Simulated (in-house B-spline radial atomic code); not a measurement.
A calculation on F⁵⁺: its settings, and results tabulated from the run. Level of theory: non-relativistic HSE06, spin-polarised, spherical fractional occupations, point nucleus; calculated with a B-spline radial code for spherical atoms.

Command:
```bash
python run_scf.py task.json out
```
Settings:
```
Z                9
configuration    [He] 2s2
hamiltonian      nr
method           hse06
spin_polarised   True
```

Output (hartree, bohr):
```
 radial grid: 38 intervals, B-splines of order 8, outer radius 7.0175 bohr

 iter        energy (Eh)    residual
    1         -87.265420    4.41e-01
    2         -87.990718    1.97e-02
    3         -87.992601    9.31e-03
    4         -87.993021    4.38e-03
    5         -87.993141    2.62e-04
    6         -87.993141    4.18e-06
    7         -87.993141    1.86e-08

 total energy                       -87.99314
 kinetic                              87.8995
 electron-nucleus                   -188.3106
 Hartree                              19.2471
 exact exchange                       -1.6303
 exchange-correlation                 -5.1988

 orbital      occ     eigenvalue          <r>       <r^2>       <1/r>     <1/r^2>     <1/r^3>       r_max
 1s up      1.000       -30.5184     0.175268   0.0413258     8.65003     151.561           -      0.1144
 1s down    1.000       -30.5184     0.175268   0.0413258     8.65003     151.561           -      0.1144
 2s up      1.000        -5.3801      0.80591    0.760855     1.81167     13.4608           -      0.6801
 2s down    1.000        -5.3801      0.80591    0.760855     1.81167     13.4608           -      0.6801
```

